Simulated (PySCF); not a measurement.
Computed properties of Ge(H)2(OH)(NH2) (GeH₅NO), SMILES [NH2][GeH2][OH]

Ge(H)2(OH)(NH2) (GeH₅NO), SMILES [GeH2]([OH])[NH2]. Coordinates come from a B3LYP-D3(BJ)/def2-SVP optimisation. The values are those of a single conformer. All values are computed for the isolated molecule unless a solvent is named; none is compared with measurement here.

**Structure.** The optimised structure has Cs symmetry. All 18 harmonic modes at B3LYP-D3(BJ)/def2-SVP (PySCF) are real, so it is a minimum. With heavy atoms numbered as in [GeH2:1]([NH2:2])[OH:3], the shortest bond between them is Ge1–O3 at 1.799 Å and the longest Ge1–N2 at 1.827 Å.

**Vibrations.** The strongest infrared lines (harmonic, unscaled, degenerate partners summed) lie at 2125 cm⁻¹ (190 km/mol, H 98 %), 554 cm⁻¹ (167 km/mol, H 64 %, N 34 %), 803 cm⁻¹ (133 km/mol, H 93 %). The softest mode is at 81 cm⁻¹ and the zero-point energy is 34.3 kcal/mol.

**Electronic structure.** PBE0/def2-TZVPD (PySCF) places the frontier levels at -7.78 and 0.06 eV, a gap of 7.84 eV, and gives a dipole moment of 0.65 D and a mean polarisability of 45.6 bohr³.

**Excitations.** TDA-M06-2X/def2-SVPD (PySCF) has S1 at 6.94 eV (179 nm, f = 0.048, weak); the most intense of the 10 singlets computed lies at 9.05 eV (f = 0.10). T1 (TDA) is at 6.62 eV, 0.32 eV under S1. No vertical singlet excitation falls in the visible range (under 3.1 eV).

**NMR.** GIAO shifts at KT2/pcSseg-1 (PySCF) (non-relativistic, atoms alike by connectivity averaged): ¹H from 0.3 to 5.8 ppm against TMS.
